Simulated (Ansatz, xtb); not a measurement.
# Relative energy of two isomers of C5H4F3N

Structure I: `N#C[C@@H]1C[C@H]1C(F)(F)F`, a singlet. Structure II: `N#CC1(C(F)(F)F)CC1`, a singlet. Both are isolated molecules in the gas phase, relaxed with PBE-D3(BJ)/def2-SVP.

I (Å):

```xyz
13

C     0.3111    1.6358   -1.3208
C     0.3929    1.2428    0.0633
C     0.2666   -0.2218    0.4602
C    -0.8537    0.7270    0.7683
C    -1.1077    1.1687    2.1853
F    -1.7169    2.3731    2.2239
F    -1.9016    0.2861    2.8314
F     0.0500    1.2711    2.8906
N     0.2438    1.9441   -2.4500
H     1.0762    1.8544    0.6757
H     0.1041   -0.9579   -0.3397
H     0.9061   -0.5519    1.2919
H    -1.7769    0.6559    0.1729
```

II (Å):

```xyz
13

C    -0.8563    1.6877   -0.7244
C    -0.3726    1.0366    0.4709
C     0.8127    1.7365    1.1212
C    -1.3792    0.3343    1.3791
C    -0.4404   -0.4866    0.5513
F     1.2121    1.0710    2.2334
F     1.8638    1.8000    0.2797
F     0.4965    2.9951    1.4858
N    -1.2551    2.2094   -1.6951
H    -1.1868    0.4139    2.4592
H    -2.4351    0.4025    1.0803
H     0.4046   -0.9777    1.0561
H    -0.8260   -1.0046   -0.3386
```

Which of the two would you expect CCSD(T)/def2-SVP + ΔMP2/def2-TZVPP electronic energies to favour?

Structure I; the calculation gives E(II) − E(I) = +1.90 kcal/mol.

The same difference at several levels:

| level | geometry | E(II) − E(I) (kcal/mol) | departure from the last row (kcal/mol) | job, with rough time for the two |
| --- | --- | --- | --- | --- |
| GFN2-xTB | GFN2-xTB | +1.83 | −0.07 | optimisation, 0.5 s |
| HF/STO-3G | GFN2-xTB | +1.12 | −0.79 | single point, 2.2 s |
| r2SCAN-D4/def2-SVP | GFN2-xTB | +1.82 | −0.08 | single point, 13 s |
| PBE-D3(BJ)/def2-SVP | PBE-D3(BJ)/def2-SVP | +2.09 | +0.18 | optimisation, 59 s |
| HF/def2-SVP | PBE-D3(BJ)/def2-SVP | +3.00 | +1.10 | part of the CCSD(T) run |
| MP2/def2-SVP | PBE-D3(BJ)/def2-SVP | +1.04 | −0.86 | part of the CCSD(T) run |
| CCSD(T)/def2-SVP | PBE-D3(BJ)/def2-SVP | +1.17 | −0.74 | single point |
| CCSD(T)/def2-SVP + ΔMP2/def2-TZVPP | PBE-D3(BJ)/def2-SVP | +1.90 |  | single point, 5.9 min |

As drawn, both hold the same kinds of bond in the same numbers.

None of the levels shown reverses the order. The largest departure from CCSD(T)/def2-SVP + ΔMP2/def2-TZVPP is that of HF/def2-SVP, 1.10 kcal/mol. The last row adds to CCSD(T) the change of the MP2 difference between the two basis sets, here +0.74 kcal/mol.

With thermal terms from frequencies at re-optimised GFN2-xTB minima (ideal gas, soft modes damped towards free rotors, one conformer each, 298.15 K, 1 atm): on the last row, ΔE + ΔZPE = +1.91, ΔH = +1.94, ΔG = +2.13 kcal/mol.

The correlated steps freeze 9 core orbitals. Mirror images aren't counted in ΔG. Codes used: Ansatz 0.2.0, xtb 6.7.1; the last row on 2 threads of Intel(R) Xeon(R) Processor @ 2.50GHz (Skylake/Cascade Lake) on a shared host.
